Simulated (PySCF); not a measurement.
## Orbital energies, ionisation energy and electron affinity

Compound: C₇H₇NO.
Geometry (PBE0-D3(BJ)/def2-SVP, Å), atoms numbered from 1 in this order:
```xyz
16
C7H7NO angstrom
C     -2.557    0.875    0.333
C     -1.750   -0.333   -0.043
O     -2.248   -1.408   -0.293
C     -0.254   -0.164   -0.102
C      0.538   -1.258   -0.462
C      1.916   -1.085   -0.514
C      2.444    0.167   -0.203
C      1.564    1.194    0.146
N      0.246    1.036    0.196
H     -3.622    0.617    0.326
H     -2.252    1.238    1.326
H     -2.350    1.702   -0.363
H      0.050   -2.207   -0.690
H      2.573   -1.913   -0.792
H      3.520    0.351   -0.229
H      1.949    2.189    0.396
```

Level: CAM-B3LYP/def2-SVPD (PySCF). Frontier orbitals with their largest atomic shares (Löwdin; up to four atoms above 4 %):

```
orbital  ε (eV)                          main atoms
 HOMO−3  -10.00  C6 28 %, N9 24 %, C7 14 %, C5 14 %
 HOMO−2   -9.66    N9 41 %, O3 22 %, C4 9 %, C8 8 %
 HOMO−1   -9.13  C8 19 %, C4 19 %, C5 18 %, C7 18 %
   HOMO   -8.73                                   ?
   LUMO   -0.87  O3 17 %, C2 16 %, C4 14 %, C7 13 %
 LUMO+1    0.04  C5 20 %, C8 20 %, C6 19 %, N9 16 %
 LUMO+2    1.27  C8 15 %, C7 14 %, C6 13 %, H15 9 %
```

**Question.** What vertical ionisation energy does ΔSCF give, and how far is −ε(HOMO) from it?

**Answer.** ΔSCF: 9.41 eV (908 kJ/mol; threshold wavelength 132 nm); ⟨S²⟩ of the doublet left behind is 0.759, against 0.75 for a pure doublet. −ε(HOMO) is 8.73 eV, 0.68 eV below it. In exact Kohn–Sham theory the two would be equal; CAM-B3LYP (range-separated hybrid) falls short of its own ΔSCF value by 7 %. Holes in the HOMO−1 and HOMO−2 were tried too where these lie within 1.2 eV of the HOMO; the lowest converged state counts.

**Question.** On which atoms does the HOMO lie?

**Answer.** O3 (ketone oxygen) 42 %, N9 (pyridine-type nitrogen) 18 %, C2 (ketone carbonyl carbon) 9 %, C1 (methyl carbon next to a carbonyl) 9 %. The HOMO−1 lies 0.40 eV lower.

**Question.** And the vertical electron affinity, the fundamental gap, Mulliken's electronegativity and the hardness (with the factor ½)?

**Answer.** EA = 0.22 eV by ΔSCF (−ε(LUMO) = 0.87 eV). IE − EA = 9.19 eV against an orbital gap of 7.86 eV; (IE + EA)/2 = 4.82 eV; (IE − EA)/2 = 4.59 eV.

**Question.** What kinetic energy would electrons from this vertical process carry with He II light (40.814 eV)?

**Answer.** 40.81 − 9.41 = 31.40 eV.

**Question.** With α = 89.6 au, estimate the like-pair dispersion coefficient by London's formula C6 = (3/4)α²I.

**Answer.** I = 0.3458 Eh, so C6 ≈ 2080 au, a rough estimate.

**Question.** What total energies stand behind the ΔSCF value?

**Answer.** E(N) = -400.45924 Eh and E(N − 1) = -400.11340 Eh at the same geometry, 0.34584 Eh apart. With one more electron, E(N + 1) = -400.46750 Eh.

The structure is a single PBE0-D3(BJ)/def2-SVP conformer in the gas phase; no vibrational or solvent corrections.
